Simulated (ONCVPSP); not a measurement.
# N (Z = 7): one change to an ONCV potential, before and after

```json
{
 "Element": "N (Z = 7)",
 "Generator": "ONCVPSP 4.0.1",
 "Type": "optimised norm-conserving Vanderbilt (ONCV)",
 "Functional": "PBE",
 "Relativity": "scalar-relativistic",
 "Frozen core": "[He]",
 "Valence charge": "5",
 "Reference configuration": "2s2 2p2 (charge +1)",
 "Partial waves": "2s: rc 0.75 bohr, ncon 5, nbas 9, qcut 7.6 1/bohr, 2 projectors, debl 3.3 Ha; 2p: rc 2.10 bohr, ncon 4, nbas 8, qcut 7 1/bohr, 2 projectors, debl 2.5 Ha; d scattering state at 0.32 Ha: rc 2.00 bohr, ncon 4, nbas 8, qcut 4.2 1/bohr, 2 projectors, debl 3.5 Ha",
 "Local potential": "polynomial inside 0.55 bohr (lpopt 1, dvloc0 0 Ha)",
 "Core correction": "Teter function, fcfact 4.5, rcfact 1.5"
}
```

Change: p: qcut 8.5.

Cutoffs: the cutoffs (Ha) at which the residual kinetic energy of the hardest occupied pseudo-wave falls to 1 and 0.1 mHa per electron; they do not see the model core or the augmentation charge, which bear on the density cutoff. Errors are all-electron minus pseudo energies relative to the spin-unpolarised reference configuration.

**Question.** Predict the effect on cutoff, ghosts and configuration errors.

**Answer.** The potential gets neither clearly harder nor softer (174 Ha and 379 Ha → 174 Ha and 379 Ha); the s channel sets the loose cutoff, while the largest relative change is in p, which becomes harder; of the 4 tests that both files solve, the error grows in 0 and shrinks in 4 by more than 15 % and 0.3 meV (median size 199.6 → 142.6 meV); neither file shows a bound ghost.

| quantity | base | changed |
| --- | --- | --- |
| cutoff, loose | 174 Ha | 174 Ha |
| cutoff, tight | 379 Ha | 379 Ha |
| loose cutoff by channel | s 174 Ha, p 16 Ha | s 174 Ha, p 19 Ha |
| bound ghosts | none | none |
| GHOST(+) flags under 300 eV | none | none |
| error for 2s2 2p3, meV [ΔE -13.59 eV] | +71 | +48 |
| error for 2s2 2p1, meV [ΔE 28.85 eV] | +220 | +158 |
| error for 2s2 2p0, meV [ΔE 75.94 eV] | +1331 | +980 |
| error for 2s1 2p4, meV [ΔE -2.08 eV] | +179 | +128 |
| s: phases at 0.76 bohr within 0.05 rad from the reference energy up to (Ha; the scan ends near 5) | to the end of the scan | to the end of the scan |
| p: phases at 2.13 bohr within 0.05 rad from the reference energy up to (Ha; the scan ends near 5) | 4.2 | 4.7 |
| d: phases at 2.03 bohr within 0.05 rad from the reference energy up to (Ha; the scan ends near 5) | to the end of the scan | to the end of the scan |
| rms error of d²Exc/dni dnj with the model core, mHa | 2.13 | 2.20 |
